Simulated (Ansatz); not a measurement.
Consider the formal hydrolysis of the Sn–C bond: `[CH3][SnH2][AlH2]` + H₂O → `[OH][SnH2][AlH2]` + CH₄.

Gas-phase electronic energies from Ansatz, PBE0-D4/def2-TZVP geometries. CCSD(T)/CBS adds triple-zeta CCSD(T) − MP2 to the extrapolated MP2 energy (def2 sets, frozen cores). This one scheme is used for every species. DFT in def2-TZVPP. Elements past krypton have def2 core potentials. For Sn outer-core shells are correlated without core-valence functions, which leaves a few kJ/mol of doubt a bond. Each species was taken in one conformer, which may not be the lowest.

```csv
level,ΔE (kJ/mol),difference from CCSD(T)/CBS
LDA (SPW92),-32.3,1.6
BHLYP-D4,-42.3,-8.4
ωB97X-V,-42.0,-8.1
ωB97M-V,-38.2,-4.3
B2PLYP,-44.0,-10.1
PBE-QIDH,-32.7,1.2
BLYP,-53.0,-19.1
r2SCANh,-41.9,-8.0
CAM-B3LYP,-47.2,-13.3
MP2/def2-SVP,-41.3,-7.4
CCSD(T)/def2-SVP,-39.9,-6.0
HF/def2-TZVPP,-48.0,-14.1
CCSD/def2-TZVPP,-33.1,0.8
HF/def2-QZVPP,-49.1,-15.2
SCS-MP2/def2-QZVPP,-38.5,-4.6
CCSD/CBS(def2),-34.3,-0.4
CCSD(T)/CBS,-33.9,0
```

Largest T1 diagnostic among the species: 0.014.

At CCSD(T), def2-SVP lies −6.0 kJ/mol from the extrapolated value and def2-TZVPP +1.2 kJ/mol. From BLYP to BHLYP (50 % exact exchange), in def2-TZVPP and without D4, ΔE moves by +7.4 kJ/mol. In def2-TZVPP, CCSD(T) changes the Hartree–Fock value by +15.3 kJ/mol (the triples alone add +0.4 kJ/mol) and MP2 by +16.8 kJ/mol.
